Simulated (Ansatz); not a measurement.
Cost and result for the atomization energy of C$_{2}$H$_{6}$BNSe, SMILES `CBC(N)=[Se]` (11 atoms, 10 bonds).

```xyz
11

C    -1.052   -0.267   -1.299
B     0.209    0.429   -0.662
C     0.780   -0.003    0.695
N     0.572    0.165    1.975
Se    2.019   -1.001   -0.164
H    -0.946   -0.372   -2.382
H    -1.929    0.375   -1.139
H    -1.276   -1.249   -0.877
H     0.641    1.454   -1.112
H    -0.171    0.762    2.302
H     1.154   -0.291    2.663
```

Total charge 0; spin multiplicity 1. Correlated methods include outer-core shells of Se, which these sets cover unevenly. Scalar relativity is left out up to krypton. The geometry is a stationary point of PBE0-D4/def2-TZVP. It is one conformer, not always the lowest. Program: Ansatz. All runs use 4 threads of an Arm Neoverse V2 on a shared host. Times are those of one run each, without the atoms' runs, and a repeat can differ threefold. Electronic energies, without spin–orbit coupling; frozen cores. CCSD(T)/CBS adds CCSD(T) − MP2 in def2-TZVPP to the MP2 limit, and its time is that of the two runs behind it. T1 = 0.017. With those shells the extrapolation isn't a true limit.

CCSD(T)/CBS is a level of theory with its own doubt, some kJ/mol a heavy atom from the limit and from the frozen cores, so smaller differences don't rank the functionals.

```json
{"level": "BLYP-D4/def2-TZVPP", "functions": "256", "wall time": "2.2 s", "atomization (kcal/mol)": "993.4", "difference from CCSD(T)/CBS": "11.0", "per bond": "1.1"}
{"level": "PBE-D4/def2-TZVPP (with forces)", "functions": "256", "wall time": "2.6 s", "atomization (kcal/mol)": "1019.4", "difference from CCSD(T)/CBS": "37.0", "per bond": "3.7"}
{"level": "PBE0-D4/def2-TZVPP", "functions": "256", "wall time": "3 s", "atomization (kcal/mol)": "997.0", "difference from CCSD(T)/CBS": "14.6", "per bond": "1.5"}
{"level": "BHLYP-D4/def2-TZVPP", "functions": "256", "wall time": "3.1 s", "atomization (kcal/mol)": "957.6", "difference from CCSD(T)/CBS": "-24.8", "per bond": "-2.5"}
{"level": "CAM-B3LYP-D4/def2-TZVPP", "functions": "256", "wall time": "3.4 s", "atomization (kcal/mol)": "990.1", "difference from CCSD(T)/CBS": "7.7", "per bond": "0.8"}
{"level": "r2SCAN-D4/def2-TZVPP (with forces)", "functions": "256", "wall time": "4.8 s", "atomization (kcal/mol)": "993.7", "difference from CCSD(T)/CBS": "11.3", "per bond": "1.1"}
{"level": "r2SCANh-D4/def2-TZVPP", "functions": "256", "wall time": "5 s", "atomization (kcal/mol)": "986.5", "difference from CCSD(T)/CBS": "4.1", "per bond": "0.4"}
{"level": "ωB97X-V/def2-TZVPP", "functions": "256", "wall time": "8 s", "atomization (kcal/mol)": "986.3", "difference from CCSD(T)/CBS": "3.9", "per bond": "0.4"}
{"level": "CCSD(T)/def2-SVP", "functions": "118", "wall time": "8.5 s", "atomization (kcal/mol)": "930.3", "difference from CCSD(T)/CBS": "-52.1", "per bond": "-5.2"}
{"level": "ωB97M-V/def2-TZVPP (with forces)", "functions": "256", "wall time": "12 s", "atomization (kcal/mol)": "987.8", "difference from CCSD(T)/CBS": "5.4", "per bond": "0.5"}
{"level": "MP2/def2-QZVPP", "functions": "497", "wall time": "24 s", "atomization (kcal/mol)": "989.3", "difference from CCSD(T)/CBS": "6.9", "per bond": "0.7"}
{"level": "CCSD(T)/def2-TZVPP", "functions": "256", "wall time": "3.4 min", "atomization (kcal/mol)": "955.7", "difference from CCSD(T)/CBS": "-26.7", "per bond": "-2.7"}
{"level": "CCSD(T)/CBS(def2)", "functions": "–", "wall time": "3.8 min", "atomization (kcal/mol)": "982.4", "difference from CCSD(T)/CBS": "0.0", "per bond": "0.0"}
```

From PBE to PBE0 (25 % exact exchange), in def2-TZVPP and without D4, the atomization energy moves by −21.5 kcal/mol: exact exchange takes away binding that semilocal exchange gives to molecules. Leaving LDA and LC-ωPBE aside and taking each functional with its dispersion term where it has one, the values spread over 61.8 kcal/mol, from BHLYP-D4 to PBE-D4. LDA lies +130.0 kcal/mol from PBE without D4, its usual overbinding. At CCSD(T), def2-SVP lies −52.1 kcal/mol from the extrapolated value and def2-TZVPP −26.7 kcal/mol: correlation converges slowly with the basis, and small sets miss more of it in the bonded molecule than in its fragments.

For some Ge, Se and Sn compounds the MP2-based and the directly extrapolated limit differ by 10 to 25 kJ/mol.
